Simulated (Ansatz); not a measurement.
Gas-phase electronic energies from Ansatz, PBE0-D4/def2-TZVP geometries. CBS: MP2 limit from def2 TZ/QZ plus the TZ coupled-cluster correction, frozen cores. This one scheme is used for every species. DFT in def2-TZVPP. B3LYP here is the variant with VWN-RPA as its local correlation; programs differ in this. One conformer a species, not always the lowest.

Consider the formal exchange of groups at the Si–O bond: `N[SiH](O)Cl` + `CCl` → `N[SiH](Cl)CCl` + H₂O.

| level | ΔE (kJ/mol) | difference from CCSD(T)/CBS |
| --- | --- | --- |
| revPBE-D4 | 97.9 | -10.5 |
| B3LYP-D4 | 111.5 | 3.1 |
| BHLYP-D4 | 117.5 | 9.1 |
| CAM-B3LYP-D4 | 117.3 | 8.9 |
| PBE-QIDH | 112.3 | 3.9 |
| PBE | 107.2 | -1.2 |
| BLYP | 119.8 | 11.4 |
| B3LYP | 121.5 | 13.1 |
| r2SCANh | 115.9 | 7.5 |
| CCSD/def2-TZVPP | 114.6 | 6.2 |
| CCSD(T)/CBS | 108.4 | 0 |

(1) What do rigid-rotor, harmonic-oscillator terms from PBE0-D4/def2-TZVP frequencies (298.15 K, 1 bar) make of the CCSD(T)/CBS value? (Best estimate.)

Largest T1 diagnostic among the species: 0.010.

Answers

(1) Ansatz gave: ΔZPE = -4.8 kJ/mol, ΔH = +106.5 kJ/mol, ΔS = -6 J/(mol·K), ΔG = +108.4 kJ/mol.

From BLYP to BHLYP (50 % exact exchange), in def2-TZVPP and without D4, ΔE moves by +6.8 kJ/mol. In def2-TZVPP, CCSD(T) changes the Hartree–Fock value by −24.5 kJ/mol (the triples alone add −3.5 kJ/mol) and MP2 by −24.8 kJ/mol.
